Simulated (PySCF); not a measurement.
CAlCl2F3. Atoms are numbered in the order given.

```xyz
7

Al    -0.0789     0.1333     0.5422
C      0.1465    -0.3414    -1.3978
F     -0.7087     0.3046    -2.2021
F     -0.0215    -1.6552    -1.6189
F      1.3894    -0.0297    -1.8140
Cl    -1.1585     1.8252     1.0854
Cl     0.8181    -1.0759     1.9765
```
Charge 0, spin multiplicity 1.

Geometry: PBE0-D3(BJ)/def2-SVP. The structure was generated by enumeration; whether it is a known compound was not checked.

All values below come from IEF-PCM-PBE0/def2-SVP (PySCF 2.14.0).

The values are the electrostatic part of the solvation free energy, E(continuum) − E(gas) at the gas-phase geometry, in a cavity of scaled van der Waals radii (PySCF's table); cavitation and dispersion terms are not included. A continuum can't describe solvent molecules that bind to the metal. In vacuum the orbital gap is 7.55 eV. The dipole moment in vacuum is 0.83 D.

```tsv
solvent	ε	ΔG(elec) (kcal/mol)	dipole (D)	gap (eV)
water	78.36	-7.2	0.81	8.03
dimethylsulfoxide	46.83	-7.1	0.81	8.02
methanol	32.61	-6.9	0.81	8.01
```
